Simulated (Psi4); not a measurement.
A dimer, F6Si2 ··· H2O (SMILES F[Si](F)(F)[Si](F)(F)F and O); the first 8 atoms form monomer A.

```
11

F      1.8175    -0.3611    -1.3112
Si     1.1569    -0.1003     0.1001
F      1.7770     1.2219     0.7027
F      1.5332    -1.3032     1.0530
Si    -1.1569     0.1003    -0.1005
F     -1.5343     1.3071    -1.0480
F     -1.7764    -1.2196    -0.7085
F     -1.8170     0.3548     1.3123
O     -0.3797    -0.3227    -2.7322
H     -0.6770     0.4252    -3.2604
H     -0.8698    -1.0803    -3.0677
```

Task: What interaction energy does SAPT0/jun-cc-pVDZ, frozen core in Psi4 give, and which attractive term is the largest?

Result: Total -9.77 kJ/mol: electrostatics -63.65, exchange 78.46, induction -11.60, dispersion -12.99. The most attractive term is electrostatics.
